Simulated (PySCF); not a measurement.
## Electron correlation in C (carbon, neutral)

[He] 2s1 2p2 3s1, high-spin 5P determinant (an excited configuration). Computed with PySCF 2.14 in aug-cc-pwCVDZ (5s4p2d, 27 functions), with the non-relativistic Hamiltonian (point nucleus). Frozen: 1s2; 4 electrons correlated.

```tsv
level	correlation energy (mhartree)
CCSD	-17.66
(T)	-0.10
CCSD(T)	-17.76
CCSDT	-17.80
FCI	-17.80
```

Diagnostics: T1 = 0.0053, D1 = 0.0101, largest double amplitude 0.038, weight of the Hartree-Fock determinant in FCI 0.9878 (14950 determinants).

Is a single reference adequate?

Yes: T1 lies below 0.03 and no double amplitude reaches 0.07.
